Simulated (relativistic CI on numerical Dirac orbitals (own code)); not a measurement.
# Hf LVII: sensitivity of the levels to the model

Base calculation: Dirac-Coulomb-Breit CI, separate exchange-only KLI orbitals for each configuration, model QED (radiative potential, 1s self-energy scaled to tabulated hydrogen-like ionisation energies), unscaled Slater integrals.

Configurations in the expansion (outside the closed core [Ne]): 3s²3p⁴, 3s3p⁵, 3s²3p³3d, 3p⁶, 3s3p⁴3d, 3p⁵3d, 3s3p³3d², 3s²3p²3d4p, 3p⁵4s, 3s3p³3d4s, 3s²3p³4s, 3p⁵4p, 3s²3p³4p, 3s²3p³4d, 3p⁴3d4p, 3s3p⁴4s, 3s²3p³4f, 3s3p⁴4p, 3s3p⁴4d, 3s3p⁴4f, 3s²3p³5s, 3s²3p³5p, 3s²3p²4s4p, 3s²3p³5d, 3s²3p³5f, 3s²3p³5g, 3s3p³4s², 3s3p⁴5s, 3s²3p²3d², 3s²3p3d³, 3s3p²3d³, 3s²3p3d²4s, 3s²3p3d²4p, 3s²3p3d²4d, 3p⁴3d², 3p³3d³, 3p³3d²4s, 3p³3d²4p, 3p³3d²4d, 3s²3p²3d4s, 3s3p²3d²4s, 3s²3p3d4s², 3s²3p3d4s4p, 3s²3p3d4s4d, 3p⁴3d4s, 3p³3d4s², 3p³3d4s4p, 3p³3d4s4d, 3s²3p²4s², 3s3p²3d4s², 3s²3p4s²4p, 3s²3p4s²4d, 3s²3p²4p², 3s²3p3d4p², 3s3p²3d4p², 3s²3p4s4p², 3s²3p4p³, 3s²3p4p²4d, 3s3p³4s4p, 3s3p²3d4s4p, 3s3p²4s²4p, 3s3p²4s4p², 3s3p²4s4p4d. Double excitations out of closed p, d and f shells are left out; levels of such configurations are missing from the list, as are those of other unlisted configurations, and high levels can miss mixing partners. These lack a partner that the ground configuration has and come out too high: 3s²3p³4f, 3s3p⁴4p, 3s3p⁴4d, 3s3p⁴4f, 3s²3p³5s.

Variants: (1) P86 correlation estimate; (2) QED terms removed; (3) one mean potential for all configurations. Shifts of the energy above 3s²3p⁴ ³P2, in eV, for the lowest level and the first level of each name with at least 55 % of one term (blank where a level changes its place among those of its configuration and J or its character, or is not in the variant):

```csv
Level,Base,Δ(1),Δ(2),Δ(3)
3s²3p⁴ ³P2,0.000,0.000,0.000,0.000
3s²3p⁴ ¹S0,19.338,+0.001,+0.005,+0.001
3s²3p³3d ³P°0,235.298,+0.415,+0.755,-0.126
3s²3p⁴ ³P1,303.974,+0.003,-0.332,+0.010
3s²3p⁴ ¹D2,313.403,+0.003,-0.328,+0.010
3s3p⁵ ³P°2,480.542,+0.263,+3.281,+0.099
3s²3p²3d² ³P0,487.628,+0.715,+1.523,-0.062
3s²3p³3d ³G°5,607.749,+0.415,+0.235,-0.126
3s²3p⁴ ³P0,624.558,+0.009,-0.615,+0.021
3s3p⁴3d ³P0,729.585,+0.643,+3.926,+0.061
3s3p⁴3d ⁵F5,763.556,+0.632,+4.211,+0.066
```

At this charge energies of transitions that change n are usually good to better than 1 %, and those within a shell (Δn = 0) to a few per cent.

Ionisation energy from the two ground configurations alone: base 5594.63 eV; P86 correlation estimate 5596.66 eV. The NIST ASD value (theoretical) is 5595 eV.

LS names give the leading component of a level, which can be under half, so a name can repeat, a term be missing and a line seem to break the LS rules.
